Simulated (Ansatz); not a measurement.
Molecule: C$_{2}$H$_{2}$O, net charge 0, singlet state. 
Geometry from a B3LYP-D3(BJ)/def2-TZVP (Ansatz, a quantum-chemistry and plane-wave program) optimisation:
```xyz
5

C     -0.5598    -0.3894    -0.1406
C      0.6961    -0.5349    -0.0506
O     -0.1265     0.8836     0.1831
H     -1.5447    -0.7845    -0.3237
H      1.7394    -0.7389     0.0057
```
Charge 0, spin multiplicity 1.

Basis-set convergence of Hartree-Fock and MP2 correlation energies (hartree) with Ansatz. Cores are frozen in the correlated levels unless marked. Spin-orbit coupling is left out. No relativistic terms.

The Hartree-Fock reference is unstable (checked in the largest basis), which strains HF and MP2. 

| basis | functions | E(HF) | E(corr, MP2) |
|---|---|---|---|
| aug-cc-pVDZ | 87 | -151.60486 | -0.47045 |
| aug-cc-pVTZ | 184 | (withheld) | (withheld) |

Some entries are withheld; supply them.


- aug-cc-pVTZ, E(HF): -151.64314
- aug-cc-pVTZ, E(corr, MP2): -0.56547
